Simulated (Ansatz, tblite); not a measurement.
Cost and result up the ladder for the cluster SeS3⁻ (the lowest doublet isomer of a short search) (4 atoms). The state is a doublet with charge -1. Geometry: r2SCAN-D4/def2-SVPD.

```xyz
4

S     0.1713   -0.4652    2.6404
S     0.6658   -0.3065   -0.9144
S    -0.1518    0.4407   -2.5864
Se   -0.6853    0.3310    0.8604
```

Ansatz on 2 threads of Intel Xeon 6975P-C on a shared host; xTB runs through tblite on one thread. Times are rough, summed over both states, and most runs start from the orbitals of an earlier one. B2PLYP/def2-TZVPD serves as the yardstick here, not as an exact answer. Differences are given only for rows in sets of like size (and for xTB, whose basis is part of the method), since another set adds its own error. The other state is a quartet at its own geometry, which has other bonds, so the gap mixes isomer and spin.

The xTB rows come from tblite. Correlated methods freeze 24 core orbitals; core or outer-core shells of Se are correlated, in sets that lack core-valence functions. The rows differ in basis, and correlated rows in double-zeta sets carry the largest basis error. In CCSD on the charge -1 doublet the largest single amplitude is 0.34, so its Hartree–Fock determinant may place the open shell otherwise than the density functionals do. In the quartet geometry the species has come apart into loosely held pieces. The structure comes from a short search, and lower isomers may exist.

Run but left out: HF/STO-3G, HF/def2-SVPD, HF/def2-TZVPD, MP2/def2-SVPD, MP2/def2-TZVPD (doublet: a determinant that CCSD turns far, T1 0.047).

Correlated methods converge slowly with the basis, most of all in double-zeta sets.

xTB has no spin-polarisation term.

```tsv
level	functions	wall time
GFN1-xTB	36	0.01 s
GFN2-xTB	36	0.013 s
LDA (SPW92)/def2-TZVPD	195	3.5 s
PBE-D4/def2-TZVPD	195	6 s
BLYP-D4/def2-TZVPD	195	7.3 s
RPA@PBE/def2-TZVPD	195	12 s
r2SCAN-D4/def2-TZVPD	195	15 s
PBE0-D4/def2-TZVPD	195	15 s
r2SCAN0-D4/def2-TZVPD (with forces)	195	24 s
B2PLYP/def2-TZVPD	195	26 s
CCSD(T)/def2-SVPD	122	70 s
```

(1) Estimate what each level gives for the quartet − doublet (eV).

## Answers

(1) 
```json
{"level": "GFN1-xTB", "quartet − doublet (eV)": "2.02", "difference from B2PLYP/def2-TZVPD (eV)": "1.28", "remarks": "–"}
{"level": "GFN2-xTB", "quartet − doublet (eV)": "1.21", "difference from B2PLYP/def2-TZVPD (eV)": "0.48", "remarks": "–"}
{"level": "LDA (SPW92)/def2-TZVPD", "quartet − doublet (eV)": "1.11", "difference from B2PLYP/def2-TZVPD (eV)": "0.38", "remarks": "–"}
{"level": "PBE-D4/def2-TZVPD", "quartet − doublet (eV)": "0.87", "difference from B2PLYP/def2-TZVPD (eV)": "0.14", "remarks": "–"}
{"level": "BLYP-D4/def2-TZVPD", "quartet − doublet (eV)": "0.73", "difference from B2PLYP/def2-TZVPD (eV)": "0.00", "remarks": "–"}
{"level": "RPA@PBE/def2-TZVPD", "quartet − doublet (eV)": "0.65", "difference from B2PLYP/def2-TZVPD (eV)": "-0.08", "remarks": "–"}
{"level": "r2SCAN-D4/def2-TZVPD", "quartet − doublet (eV)": "0.76", "difference from B2PLYP/def2-TZVPD (eV)": "0.02", "remarks": "–"}
{"level": "PBE0-D4/def2-TZVPD", "quartet − doublet (eV)": "0.79", "difference from B2PLYP/def2-TZVPD (eV)": "0.06", "remarks": "–"}
{"level": "r2SCAN0-D4/def2-TZVPD (with forces)", "quartet − doublet (eV)": "0.68", "difference from B2PLYP/def2-TZVPD (eV)": "-0.06", "remarks": "–"}
{"level": "B2PLYP/def2-TZVPD", "quartet − doublet (eV)": "0.73", "difference from B2PLYP/def2-TZVPD (eV)": "0.00", "remarks": "–"}
{"level": "CCSD(T)/def2-SVPD", "quartet − doublet (eV)": "0.51", "difference from B2PLYP/def2-TZVPD (eV)": "–", "remarks": "large T1 (0.047) (doublet)"}
```
